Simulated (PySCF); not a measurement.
# Structure revision by computed shifts

A compound C$_{9}$H$_{14}$O gives the data below (simulated from a calculation) and was assigned the structure `CC1=CC(=O)CC(C)(C)C1`.

13C{1H} NMR (computed): δ 213.3 (C), 150.7 (CH), 146.7 (C), 137.6 (CH), 135.8 (CH), 33.2 (CH3), 27.5 (CH2), 18.8 (CH3), 16.4 (CH3).

1H NMR (400 MHz, computed): δ 6.35 (d, 1H), 5.91 (t, 1H), 5.79 (m, 1H), 2.38 (s, 3H), 2.28 (m, 2H), 1.86 (d, 3H), 1.13 (t, 3H).

Level of theory: NMR shieldings at PBE0/pcSseg-1/GIAO, structure optimised with GFN2-xTB, in PySCF (no relativistic terms, equivalent nuclei averaged, single conformer, no solvent).

Chemical shifts δ = σref − σ; 1H, 13C against TMS, all at this level.

**Question.** Compare with the shifts computed for the proposed structure, pairing carbons in order of shift.

**Answer.** Mapped SMILES: `[CH3:1][C:2]1=[CH:3][C:4](=[O:5])[CH2:6][C:7]([CH3:8])([CH3:9])[CH2:10]1` (H(Xn): hydrogen on atom n).

```csv
atom,computed for proposal,given list,difference
C4,201.5,213.3,-11.8
C2,166.5,150.7,+15.8
C3,132.7,146.7,-14.0
C6,54.3,137.6,-83.3
C10,48.3,135.8,-87.5
C7,36.4,33.2,+3.2
C8,29.5,27.5,+2.0
C9,29.5,18.8,+10.7
C1,28.2,16.4,+11.8
```

The rms difference is 41.4 ppm and the largest -87.5 ppm at C10 (allylic sp3 CH2). The proposal also would give 8 carbon signals, not 9. The carbon types in order of shift don't match either: C, C, CH, CH2, CH2, C, CH3, CH3, CH3 for the proposal against C, CH, C, CH, CH, CH3, CH2, CH3, CH3 in the data. The proposal doesn't fit.

**Question.** Which isomer fits?

**Answer.** `C/C=C\C(=C\CC)C(C)=O`.

- Carbon types of the structure: 2 × C, 3 × CH, 1 × CH2, 3 × CH3, which accounts for all hydrogens.
- δC 213.3: ketone carbonyl carbon; the double bond to the heteroatom, with no lone-pair donor beside it, deshields it most.
- δC 150.7: β carbon of a C=C–C=O unit; conjugation with the carbonyl draws π density from the β position.
- δC 146.7: α carbon of a C=C–C=O unit; as expected for a trigonal carbon in a double bond.
- δC 137.6, 135.8: alkene CH; as expected for a trigonal carbon in a double bond.

The shifts were computed for this structure.

Shifts are as computed. Against solution values, carbons near 30 ppm lie about +3 ppm off and those near 130 ppm about +5 ppm. Of 1211 compounds with measured shifts, 218 miss one by over three times the rms of a fit or turn the order of signals round; such compounds aren't used in these exercises. No couplings were computed; multiplicities are counted from neighbouring protons, with m where these are inequivalent, close in shift, in a saturated or five-membered ring or joined by F or P, and br s for small geminal =CH2 splittings.
